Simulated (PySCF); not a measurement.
An equivalent PySCF input for Kr (krypton, neutral), [Kr], closed-shell 1S, with scalar relativity by spin-free X2C-1e:

```python
from pyscf import gto, scf, dft, mp, cc
import basis_set_exchange as bse
mol = gto.M(atom="Kr 0 0 0", charge=0, spin=0, symmetry="D2h",
            basis=gto.basis.parse(bse.get_basis("aug-cc-pVQZ-DK", elements=["Kr"], fmt="nwchem")),
            nucmod="G")
mf = dft.UKS(mol, xc="0.53*HF + 0.47*B88, 0.73*LYP").sfx2c1e()
mf.irrep_nelec = {'Ag': (6, 6), 'B1g': (1, 1), 'B2g': (1, 1), 'B3g': (1, 1), 'B1u': (3, 3), 'B2u': (3, 3), 'B3u': (3, 3)}
mf.kernel()
```

It reaches the same state as the run whose output follows, with an energy that differs only through the grid. The run itself started from symmetry-adapted Hartree-Fock orbitals and held the occupation by maximum overlap, on a logarithmic radial grid, so the iterations belong to that start.

```
SCF conv_tol = 1e-09
number electrons alpha = 18  beta = 18
XC functionals = 0.53*HF + 0.47*B88, 0.73*LYP
    A. D. Becke.,  Phys. Rev. A 38, 3098 (1988)
    C. Lee, W. Yang, and R. G. Parr.,  Phys. Rev. B 37, 785 (1988)
    B. Miehlich, A. Savin, H. Stoll, and H. Preuss.,  Chem. Phys. Lett. 157, 200 (1989)
cycle= 1 E= -2789.54221154532  delta_E= -0.00279  |g|= 0.0398  |ddm|= 0.52
cycle= 2 E= -2789.54231821597  delta_E= -0.000107  |g|= 0.0201  |ddm|= 0.116
cycle= 3 E= -2789.54235566943  delta_E= -3.75e-05  |g|= 0.00165  |ddm|= 0.0385
cycle= 4 E= -2789.54235631189  delta_E= -6.42e-07  |g|= 0.00017  |ddm|= 0.0049
cycle= 5 E= -2789.54235632485  delta_E= -1.3e-08  |g|= 4.76e-06  |ddm|= 0.000504
cycle= 6 E= -2789.54235632487  delta_E= -1.73e-11  |g|= 1.54e-07  |ddm|= 1.99e-05
converged SCF energy = -2789.54235632487  <S^2> = 7.1054274e-15  2S+1 = 1
```
